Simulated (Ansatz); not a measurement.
The pair A = N2 (SMILES N#N) (first 2 atoms), B = CH2O (SMILES C=O); geometry from B3LYP-D3(BJ)/def2-TZVP.
(charge 0, multiplicity 1):
```xyz
6

N     -0.343     0.106    -0.856
N      0.265    -0.081     0.030
C      0.561    -0.243     3.199
O     -0.484     0.025     3.720
H      0.830    -1.280     2.919
H      1.319     0.530     2.966
```

Frozen-core correlation. MP2 and its Hartree–Fock in aug-cc-pVQZ are density fitted.

Programs: Ansatz (Gaussian orbitals). Values without a source in brackets are computed.

The counterpoise-corrected interaction energy is E(AB) − E(A in the pair's basis) − E(B in the pair's basis). Total energies (hartree):

| level | AB | A in the pair's basis | B in the pair's basis |
|---|---|---|---|
| HF/aug-cc-pVTZ | -222.9000883 | -108.9860031 | -113.9142584 |
| MP2/aug-cc-pVTZ | -223.6813134 | -109.3637377 | -114.3162383 |
| HF/aug-cc-pVQZ | -222.9142250 | -108.9927743 | -113.9216211 |
| MP2/aug-cc-pVQZ | -223.7424221 | -109.3926796 | -114.3483503 |
| CCSD(T)/aug-cc-pVTZ | -223.7246151 | -109.3806322 | -114.3428319 |

**Question.** Work out the counterpoise-corrected interaction energy at the basis-set limit: extrapolate the MP2 correlation part as X⁻³, take Hartree–Fock from the larger set, and add the CCSD(T) − MP2 difference of aug-cc-pVTZ.

**Answer.** 
1. Differences (1 hartree = 627.509 kcal/mol): HF/aug-cc-pVTZ 0.109; MP2/aug-cc-pVTZ -0.839; HF/aug-cc-pVQZ 0.107; MP2/aug-cc-pVQZ -0.874; CCSD(T)/aug-cc-pVTZ -0.722.
2. Correlation parts, MP2 less HF: -0.948 in aug-cc-pVTZ (X = 3), -0.981 in aug-cc-pVQZ (X = 4).
3. Limit (4³·(-0.981) − 3³·(-0.948))/(4³ − 3³) = -1.004; with HF/aug-cc-pVQZ it gives -0.897.
4. CCSD(T) less MP2 in aug-cc-pVTZ: 0.117.
Result: -0.78 kcal/mol, against -0.84 at MP2/aug-cc-pVTZ. It is an estimate of this method's limit, not of the exact value.

Ansatz is a program for electronic structure.
